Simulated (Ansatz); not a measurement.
`[GaH2][B]1B[SiH2]1` + `C=N` → `C=[N][GaH2]` + `B1B[SiH2]1` at 500 K and 1 bar (cleavage of the Ga–B bond).

Calculated with Ansatz (gas phase, PBE0-D4/def2-TZVP geometries, no zero-point term in ΔE). CCSD(T)/CBS adds triple-zeta CCSD(T) − MP2 to the extrapolated MP2 energy (def2 sets, frozen cores). This one scheme is used for every species. For Ga outer-core shells are correlated without core-valence functions, which leaves a few kJ/mol of doubt a bond. Scalar relativity is left out up to krypton.

```json
{"species": "`[GaH2][B]1B[SiH2]1`", "CCSD(T)/CBS energy (Eh)": "-2265.51334", "H − E (kJ/mol)": "166.6", "S (J/(mol·K))": "421.8"}
{"species": "`C=N`", "CCSD(T)/CBS energy (Eh)": "-94.52360", "H − E (kJ/mol)": "124.2", "S (J/(mol·K))": "249.5"}
{"species": "`C=[N][GaH2]`", "CCSD(T)/CBS energy (Eh)": "-2019.05960", "H − E (kJ/mol)": "145.8", "S (J/(mol·K))": "344.1"}
{"species": "`B1B[SiH2]1`", "CCSD(T)/CBS energy (Eh)": "-340.97257", "H − E (kJ/mol)": "136.8", "S (J/(mol·K))": "329.8"}
```

H − E and S are ideal-gas, rigid-rotor, harmonic terms from PBE0-D4/def2-TZVP, for one conformer and one mirror image of each species. 1 Eh = 2625.50 kJ/mol, R = 8.31446 J/(mol·K).

Problem. By hand: ΔE, ΔH, ΔS and ΔG.

Solution. ΔE = (-2019.05960) + (-340.97257) − (-2265.51334) − (-94.52360) = 0.00477 Eh = 12.5 kJ/mol. Δ(H − E) = 145.8 + 136.8 − 166.6 − 124.2 = -8.2, so ΔH = 4.3 kJ/mol. ΔS = 344.1 + 329.8 − 421.8 − 249.5 = 2.6 J/(mol·K). ΔG = 4.3 − 500 × (2.6)/1000 = 3.0 kJ/mol.

Problem. By hand: the equilibrium constant, and the temperature at which ΔG would vanish if ΔH and ΔS stayed fixed.

Solution. log₁₀ K = −ΔG/(RT ln 10) = -0.3. ΔG = 0 at ΔH/ΔS = 1654 K, though so small a ΔH makes that figure unsure.

The number of gas molecules stays the same, so ΔS is small and ΔH decides. The sign of ΔG lies within the doubt. A doubt of 5 kJ/mol in ΔE shifts log₁₀ K by 0.5 here. Other conformers and mirror images would add mixing entropy, several J/(mol·K) or more a flexible species. These are equilibria of isolated gas molecules and say nothing of rates. Largest T1 diagnostic: 0.017 (customary marks: 0.02 for closed shells, 0.045 for open ones).
